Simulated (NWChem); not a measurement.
CH$_{5}$GeNOSi; SMILES [O](C#N)[GeH2][SiH3]

```xyz
10

N      1.1498    -2.5559     0.5880
C      0.1667    -1.9756     0.3552
O     -0.9030    -1.3351     0.1005
Ge    -0.8390     0.5016    -0.2305
Si     1.4486     1.1736    -0.0337
H     -1.4581     0.6133    -1.6313
H     -1.8018     1.0655     0.8245
H      1.9255     0.8975     1.3490
H      2.2614     0.4626    -1.0581
H      1.4545     2.6443    -0.2987
```
Atoms are numbered in this order, from 1.

Geometry: optimised at PBE0/def2-SVP.

**Question.** Give the principal values of the shielding tensors (ppm) of N1, C2, O3, Ge4, Si5 from PBE0/pcSseg-1, GIAO (NWChem), with their diamagnetic and paramagnetic parts as GIAO splits them.

**Answer.** 
```csv
atom,σ11,σ22,σ33,isotropic,diamagnetic,paramagnetic
N1,-52.5,-16.1,333.9,88.4,334.9,-246.5
C2,-51.1,-42.8,288.2,64.8,259.1,-194.3
O3,250.6,274.4,384.1,303.0,401.6,-98.6
Ge4,1059.4,1246.2,1599.1,1301.6,2758.0,-1456.4
Si5,448.8,456.5,458.4,454.6,880.1,-425.6
```
